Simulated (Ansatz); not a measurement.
Reaction (homolysis of the O–Si bond): `[SiH3][O][InH][Cl]` → `[O][InH][Cl]`• + `[SiH3]`•

Computed with Ansatz on PBE0-D4/def2-TZVP structures; ΔE is electronic, products minus reactants. CCSD(T)/CBS is the MP2 limit (def2-TZVPP, def2-QZVPP) plus CCSD(T) − MP2 in def2-TZVPP, frozen cores. This one scheme is used for every species. Functionals use def2-TZVPP. Open shells (•) are unrestricted, without spin–orbit coupling. def2 core potentials past Kr. For In outer-core shells are correlated without core-valence functions, which leaves a few kJ/mol of doubt a bond. Each species was taken in one conformer, which may not be the lowest.

CCSD(T)/CBS gives +556.7 kJ/mol.

(1) Another level gave +510.2 kJ/mol. Which?
A. r2SCANh/def2-TZVPP
B. PBE-QIDH/def2-TZVPP
C. revPBE/def2-TZVPP
D. CAM-B3LYP/def2-TZVPP

Largest T1 diagnostic among the species: 0.017.

Answers

(1) A. r2SCANh 510.2, revPBE 480.6, CAM-B3LYP 524.3, PBE-QIDH 540.4 kJ/mol.

In def2-TZVPP, CCSD(T) changes the Hartree–Fock value by +127.3 kJ/mol (the triples alone add +9.1 kJ/mol) and MP2 by +168.0 kJ/mol; breaking electron pairs costs correlation energy, which Hartree–Fock lacks. At CCSD(T), def2-SVP lies −46.2 kJ/mol from the extrapolated value and def2-TZVPP −19.4 kJ/mol: correlation converges slowly with the basis, and small sets miss more of it in the bonded molecule than in its fragments. From BLYP to BHLYP (50 % exact exchange), in def2-TZVPP and without D4, ΔE moves by +12.8 kJ/mol.

CCSD(T)/CBS has its own doubt, a few kJ/mol and more with outer-core shells, so smaller differences from it don't rank the levels.
